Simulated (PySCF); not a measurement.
**Electron correlation in Yb⁵⁶⁺ (ytterbium, charge +56)**

[Ne] 3s2 3p2, high-spin 3P determinant. All numbers are calculated (PySCF 2.14, the non-relativistic Hamiltonian (point nucleus), in an even-tempered Gaussian basis (16 s from 14 bohr⁻², ratio 2.5; 10 p from 18 bohr⁻², ratio 2.5; 4 d from 72 bohr⁻², ratio 2.7; 4 f from 110 bohr⁻², ratio 2.7)). Frozen: 1s2; 12 electrons correlated; the 17 highest virtual orbitals of each spin left out.

| level | correlation energy (mhartree) |
| --- | --- |
| CCSD | -547.66 |
| (T) | -1.29 |
| CCSD(T) | -548.95 |

Diagnostics: T1 = 0.00073, D1 = 0.0032, largest double amplitude 0.082.

A non-relativistic calculation at this Z misses sizeable relativistic shifts. Spin-orbit coupling is strong in this species (close to jj coupling), so the high-spin LS determinant is a model state, not a physical level.

Cost of the coupled-cluster step: about 30 core-seconds, for 12 correlated electrons.

At this charge a non-relativistic calculation is a model, useful for the Z dependence of the correlation energy.

Spin-orbit coupling is strong in this species, so the high-spin LS determinant is a model state.
